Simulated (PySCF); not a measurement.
Compound: C4H6F3P.
Numbering: `[F:1][C:2]([F:3])([F:4])[P:5]1[CH2:6][CH2:7][CH2:8]1` (hydrogens: H9, H10 on C6; H11, H12 on C7; H13, H14 on C8)

The same species was optimised twice, with GFN2-xTB and with PBE0-D3(BJ)/def2-SVP (PySCF), and the same property calculations (PySCF, gas phase) were run on both structures.

```tsv
coordinate	GFN2-xTB	PBE0-D3(BJ)/def2-SVP	change
C2–P5 (Å)	1.898	1.887	-0.011
P5–C8 (Å)	1.872	1.880	+0.008
P5–C6 (Å)	1.872	1.880	+0.008
C2–F4 (Å)	1.342	1.336	-0.006
C2–F3 (Å)	1.342	1.337	-0.005
C6–C7 (Å)	1.540	1.542	+0.002
C7–C8 (Å)	1.540	1.542	+0.002
F1–C2 (Å)	1.343	1.342	-0.001
C2–P5–C8 (°)	96.4	98.4	+2.0
C2–P5–C6 (°)	96.4	97.8	+1.4
F3–C2–F4 (°)	107.2	108.0	+0.8
P5–C8–C7 (°)	92.7	91.9	-0.8
P5–C6–C7 (°)	92.7	91.9	-0.8
F3–C2–P5 (°)	110.1	109.4	-0.7
C6–C7–C8 (°)	97.2	97.9	+0.7
F1–C2–P5 (°)	116.3	115.7	-0.6
F1–C2–P5–C6 (°)	-38	-43	-5
```

Rotational constants: A = 2870, B = 1350, C = 1342 MHz (GFN2-xTB) against A = 2874, B = 1348, C = 1333 MHz (PBE0-D3(BJ)/def2-SVP). Atoms that the bonding makes alike are paired by their places after alignment.

On the GFN2-xTB structure: lowest singlet, TDDFT (eV) 5.90 [B3LYP/def2-SVPD]; lowest triplet, Tamm–Dancoff (eV) 4.89 [B3LYP/def2-SVPD]; isotropic polarisability (au) 72.5 [B3LYP/def2-SVPD]; HOMO (eV) -7.17 [B3LYP/def2-SVPD]; LUMO (eV) -0.36 [B3LYP/def2-SVPD]; dipole (D) 2.83 [B3LYP/def2-SVPD]; HOMO (eV) -7.38 [PBE0/pcSseg-1]; LUMO (eV) 0.03 [PBE0/pcSseg-1]; dipole (D) 2.65 [PBE0/pcSseg-1]; GIAO shielding of F1/F3/F4 (mean) (ppm) 248.6 [PBE0/pcSseg-1]; GIAO shielding of C2 (ppm) 41.4 [PBE0/pcSseg-1]; GIAO shielding of P5 (ppm) 301.3 [PBE0/pcSseg-1]; GIAO shielding of C6/C8 (mean) (ppm) 168.1 [PBE0/pcSseg-1]; GIAO shielding of C7 (ppm) 158.5 [PBE0/pcSseg-1].

What do these properties become on the PBE0-D3(BJ)/def2-SVP structure?

```json
{"property": "lowest singlet, TDDFT (eV)", "level": "B3LYP/def2-SVPD", "on GFN2-xTB": "5.90", "on PBE0-D3(BJ)/def2-SVP": "5.81", "change": "-0.09"}
{"property": "lowest triplet, Tamm–Dancoff (eV)", "level": "B3LYP/def2-SVPD", "on GFN2-xTB": "4.89", "on PBE0-D3(BJ)/def2-SVP": "4.80", "change": "-0.09"}
{"property": "isotropic polarisability (au)", "level": "B3LYP/def2-SVPD", "on GFN2-xTB": "72.5", "on PBE0-D3(BJ)/def2-SVP": "73.3", "change": "+0.8"}
{"property": "HOMO (eV)", "level": "B3LYP/def2-SVPD", "on GFN2-xTB": "-7.17", "on PBE0-D3(BJ)/def2-SVP": "-7.08", "change": "+0.09"}
{"property": "LUMO (eV)", "level": "B3LYP/def2-SVPD", "on GFN2-xTB": "-0.36", "on PBE0-D3(BJ)/def2-SVP": "-0.35", "change": "+0.01"}
{"property": "dipole (D)", "level": "B3LYP/def2-SVPD", "on GFN2-xTB": "2.83", "on PBE0-D3(BJ)/def2-SVP": "2.71", "change": "-0.12"}
{"property": "energy, GFN2-xTB geometry as zero (kcal/mol)", "level": "B3LYP/def2-SVPD", "on GFN2-xTB": "0.0", "on PBE0-D3(BJ)/def2-SVP": "-0.4", "change": "-0.4"}
{"property": "HOMO (eV)", "level": "PBE0/pcSseg-1", "on GFN2-xTB": "-7.38", "on PBE0-D3(BJ)/def2-SVP": "-7.27", "change": "+0.11"}
{"property": "LUMO (eV)", "level": "PBE0/pcSseg-1", "on GFN2-xTB": "0.03", "on PBE0-D3(BJ)/def2-SVP": "0.03", "change": "0.00"}
{"property": "dipole (D)", "level": "PBE0/pcSseg-1", "on GFN2-xTB": "2.65", "on PBE0-D3(BJ)/def2-SVP": "2.54", "change": "-0.11"}
{"property": "energy, GFN2-xTB geometry as zero (kcal/mol)", "level": "PBE0/pcSseg-1", "on GFN2-xTB": "0.0", "on PBE0-D3(BJ)/def2-SVP": "-0.3", "change": "-0.3"}
{"property": "GIAO shielding of F1/F3/F4 (mean) (ppm)", "level": "PBE0/pcSseg-1", "on GFN2-xTB": "248.6", "on PBE0-D3(BJ)/def2-SVP": "250.3", "change": "+1.7"}
{"property": "GIAO shielding of C2 (ppm)", "level": "PBE0/pcSseg-1", "on GFN2-xTB": "41.4", "on PBE0-D3(BJ)/def2-SVP": "43.1", "change": "+1.7"}
{"property": "GIAO shielding of P5 (ppm)", "level": "PBE0/pcSseg-1", "on GFN2-xTB": "301.3", "on PBE0-D3(BJ)/def2-SVP": "289.9", "change": "-11.4"}
{"property": "GIAO shielding of C6/C8 (mean) (ppm)", "level": "PBE0/pcSseg-1", "on GFN2-xTB": "168.1", "on PBE0-D3(BJ)/def2-SVP": "165.8", "change": "-2.3"}
{"property": "GIAO shielding of C7 (ppm)", "level": "PBE0/pcSseg-1", "on GFN2-xTB": "158.5", "on PBE0-D3(BJ)/def2-SVP": "155.2", "change": "-3.3"}
```

The heavy atoms differ by 0.049 Å rms after alignment (one structure mirrored). Among bonds between heavy atoms C2–P5 changes most (-0.011 Å). Changes are differences of the printed values. Neither structure is proved a minimum here.

The values belong to the conformer `[F:1][C:2]([F:3])([F:4])[P:5]1[CH2:6][CH2:7][CH2:8]1`: F1–C2–P5–C6 -43°.
